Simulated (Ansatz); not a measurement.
Relaxation of C2H7AlSi (11 atoms, charge 0, multiplicity 1), to a largest force component of 0.02 eV/Å in at most 50 steps.

All numbers below come from RKS r2SCAN-D4/cc-pVDZ (Ansatz 0.2.0).

```xyz
11
Properties=species:S:1:pos:R:3
C 0.110 1.537 0.398
C 0.038 0.265 0.149
Al 1.163 -0.962 1.162
Si -0.928 -0.422 -1.207
H -0.814 0.899 0.392
H 0.693 2.013 1.163
H 2.168 -0.392 2.333
H 1.217 -2.509 0.842
H -2.196 0.417 -1.345
H -0.224 -0.458 -2.428
H -1.423 -1.801 -0.833
```

Where does it end, and by what steps?

It converged. After 14 steps the energy has fallen by 4.999 eV; H5 moved furthest, 1.13 Å. Parted: C2–H5 (1.09 → 2.16 Å).

| step | energy less start (eV) | largest force component (eV/Å) | accepted |
| --- | --- | --- | --- |
| 0 | 0.0000 | 7.433 | yes |
| 1 | -1.2128 | 3.466 | yes |
| 2 | -1.9745 | 2.649 | yes |
| 3 | -2.8811 | 4.445 | yes |
| 4 | -3.8408 | 4.417 | yes |
| 5 | -4.4444 | 3.204 | yes |
| 6 | -4.7065 | 1.666 | yes |
| 7 | -4.9248 | 0.453 | yes |
| 8 | -4.9608 | 0.343 | yes |
| 9 | -4.9884 | 0.184 | yes |
| 10 | -4.9957 | 0.059 | yes |
| 11 | -4.9973 | 0.117 | yes |
| 12 | -4.9982 | 0.058 | yes |
| 13 | -4.9984 | 0.070 | yes |
| 14 | -4.9993 | 0.009 | yes |

```xyz
11
Properties=species:S:1:pos:R:3
C -0.142 1.318 0.692
C 0.034 0.063 0.209
Al 1.418 -1.019 1.088
Si -1.034 -0.534 -1.222
H -0.889 2.019 0.287
H 0.458 1.717 1.526
H 2.223 -0.332 2.283
H 1.716 -2.515 0.627
H -2.014 0.529 -1.629
H -0.178 -0.888 -2.403
H -1.788 -1.772 -0.833
```

Time of the run: 34 s on 2 threads of AMD EPYC 9R14 (Zen 4), on a shared host, peak memory 0.18 GiB.
